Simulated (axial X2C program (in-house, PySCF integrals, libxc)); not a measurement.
## Correcting the dissociation energy of Ge₂⁺ for spin–orbit coupling

A spin-free CCSD(T) curve (one-electron X2C) was computed with an in-house all-electron X2C program for linear molecules (integrals from PySCF), basis Ge dyall-cv3z [9s9p7d4f1g] (cores contracted in-house), for the state M_S = 3/2, Λ = 0 (beyond evenly filled blocks: σα, π+α, π-α). It gives D0 = 2.988 eV to Ge+ + Ge, which in a spin-free picture are the weighted means of the ground terms.

Correlated methods: 7 electrons correlated (number of frozen shells: Ge 3 s, 2 p, 1 d), 273 virtual spin orbitals or spinors in MP2, 90 natural virtuals in coupled cluster.

Measured levels of the ground terms (NIST Handbook of Basic Atomic Spectroscopic Data), in cm⁻¹: Ge+ 2P: J = 1/2 at 0, J = 3/2 at 1767.4; Ge 3P: J = 0 at 0, J = 1 at 557.1, J = 2 at 1410.

The molecular state has Λ = 0, so it has no first-order lowering.

Problem. How far does each ground level lie under the (2J+1)-weighted mean of its term?

Solution. Ge+: (2 × 0 + 4 × 1767.4)/6 = 1178 cm⁻¹; Ge: (1 × 0 + 3 × 557.1 + 5 × 1410)/9 = 969 cm⁻¹.

Problem. Correct D0.

Solution. D0 = 2.988 + (0 − 2147)/8065.5 = 2.722 eV at CCSD(T) with these spin–orbit terms.

Second-order spin–orbit effects in the molecule, which grow quickly with Z, are left out. One determinant describes the state; a PBE0 search over occupations chose it and may have missed a lower one. De is counted from the lowest determinant-based energies of the atoms at the same level, without counterpoise correction. CCSD and (T) use frozen natural virtuals with an MP2 correction for the truncation; (T) itself is uncorrected, so its De runs slightly low. Other states lie close and PBE0, whose exact exchange favours high spin, may order them wrongly; the determinant shown need not be the ground state. The nearest other spin-free determinant of the search, M_S = 1/2, Λ = 0, lies 0.43 eV up at the distance of the search. With the outer-core shells frozen, correlated bond lengths of heavy atoms tend to come out a few hundredths of an ångström too long.
